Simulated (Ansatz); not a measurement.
Basis-set extrapolation for `[SiH3]N([SiH3])[SiH2]Cl` (PBE0-D4/def2-TZVP geometry, frozen core, Ansatz 0.2.0). Multiplicity 1, RHF reference.

```tsv
	def2-TZVPP	def2-QZVPP
HF	-1385.608169	-1385.651945
MP2 correlation	-0.774964	-0.837560
CCSD(T) correlation	-0.880876	not run
```

Energies in hartree. Use E(X) = E(∞) + A·exp(−7.88·√X) for Hartree–Fock and E(X) = E(∞) + B·X^(−2.97) for correlation, with X = 3 and 4, and add CCSD(T) minus MP2 of the smaller set to the MP2 limit.

**Question.** What is the CCSD(T) energy at the basis-set limit?

**Answer.** HF limit: -1385.651945 + (-0.043776) × 0.13774 = -1385.65797. MP2 limit: -0.837560 + (-0.062596) × 0.74074 = -0.88393. Higher-order term: -0.880876 − (-0.774964) = -0.10591. Total: -1386.64781 hartree, 416.8 kJ/mol below CCSD(T)/def2-TZVPP.
